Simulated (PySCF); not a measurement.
# One molecule, several mistakes: BCH7NSi

These are calculations, not measurements. The program is PySCF 2.14.0, an open-source quantum chemistry code, run on an isolated molecule that a program drew, which may never have been made. The molecule is BCH7NSi (charge 0, doublet), drawn as the SMILES string `B[SiH]CN`.

Each row is a Hartree-Fock (HF) and frozen-core CCSD(T) single point in the cc-pV(D+d)Z basis, meant for a local HF minimum. Run 1 is clean. Each other run has one planted mistake out of seven kinds, and not every kind appears here: one electron removed, one electron added, multiplicity raised by two, geometry at a saddle point, minimal basis STO-3G, one bond length entered in bohr, all coordinates scaled. The reference is restricted for singlets and unrestricted otherwise, and also for a bond in bohr. Adding or removing an electron swaps singlet and doublet. Electrons count all cores. HOMO and LUMO are orbital energies over both spins, the gradient is its largest component, and the lowest frequency (negative if imaginary) is given only where the gradient is small. Bond lengths are over the 10 bonds as drawn. T1 is the CCSD diagnostic: over 0.02 (restricted) or 0.045 (unrestricted) a single reference is doubtful.

Geometry of the clean run:
```xyz
11
BCH7NSi, angstrom
B    -0.9880    2.8371    1.8114
Si    0.5392    1.6390    1.7445
C     0.6951    0.0358    0.7282
N     1.3493   -1.0938    1.3931
H    -1.9939    2.5723    1.2132
H    -0.9365    3.8380    2.4697
H     1.8084    1.9327    2.4523
H    -0.3009   -0.2750    0.4023
H     1.2453    0.2494   -0.1931
H     2.2846   -0.8460    1.6697
H     0.8633   -1.3370    2.2400
```

```
run  electrons  basis functions  <S^2>  HOMO (eV)  LUMO (eV)  gradient (hartree/bohr)  lowest frequency (cm^-1)  mean bond (Å)  longest bond (Å)      T1  HF (hartree)  CCSD(T) (hartree)                          mistake
  1         39              100  0.762      -8.03       0.72                  1.7e-05                        45         1.3393             1.942  0.0134    -409.94537         -410.50529                         no fault
  2         39              100  0.765      -7.97       0.69                  3.8e-02                         -         1.4036             2.035  0.0151    -409.92526         -410.49468           all coordinates scaled
  3         39              100  1.571      -8.03       0.46                  1.0e-02                         -         1.4713             2.802  0.0497    -409.83011         -410.38709  one bond length entered in bohr
  4         38              100  0.000     -14.96      -6.48                  4.5e-02                         -         1.3393             1.942  0.0234    -409.67934         -410.22086             one electron removed
  5         39               31  0.761      -5.43       5.32                  2.8e-02                         -         1.3393             1.942  0.0161    -405.10557         -405.33028             minimal basis STO-3G
  6         39              100  3.772      -5.44      -1.99                  8.5e-02                         -         1.3393             1.942  0.0518    -409.76402         -410.33016                                ?
```

**Which mistake was planted in run 6, and what did it cost?**

Electrons, basis and geometry are unchanged, and <S^2> is 3.772, beside S(S+1) = 3.75 for a multiplicity of 4. So the mistake is: multiplicity raised by two. Subtracting run 1 and multiplying by 627.51 kcal/mol a hartree, the energy moved by 113.8 kcal/mol in HF and 109.9 kcal/mol in CCSD(T).

Cautions from the logs. Run 3: T1 is over the limit, so its CCSD(T) energy is less reliable; run 4: T1 is over the limit, so its CCSD(T) energy is less reliable; run 6: T1 is over the limit, so its CCSD(T) energy is less reliable.
